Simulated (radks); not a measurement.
Results of a calculation; reference values are marked as such.
These are the eigenvalues of the occupied orbitals of an atom or ion with whole-number occupations (hartree). Code: a radial shooting solver on a logarithmic mesh with Libxc functionals. Model: scalar-relativistic Kohn-Sham, PBE, spin-polarised, spherical densities, point nucleus.

| orbital | eigenvalue |
|---|---|
| 1s up | -144.0791 |
| 1s down | -143.9059 |
| 2s up | -32.84205 |

Which element is it, and in what charge state? The configuration may be excited. Open shells, if any, are filled with parallel spins first.

Answer. Z = 18, argon, charge +15: Ar15+ in [He] 2s1. The list shows which subshells hold electrons but not how many an open one holds; the 1s level, -144.08 hartree, gives Z - s = 17.0 by -(Z - s)^2/2, which with screening and relativity narrows Z to a few neighbours, and the depths of the outer levels then fix element, charge and occupations together.
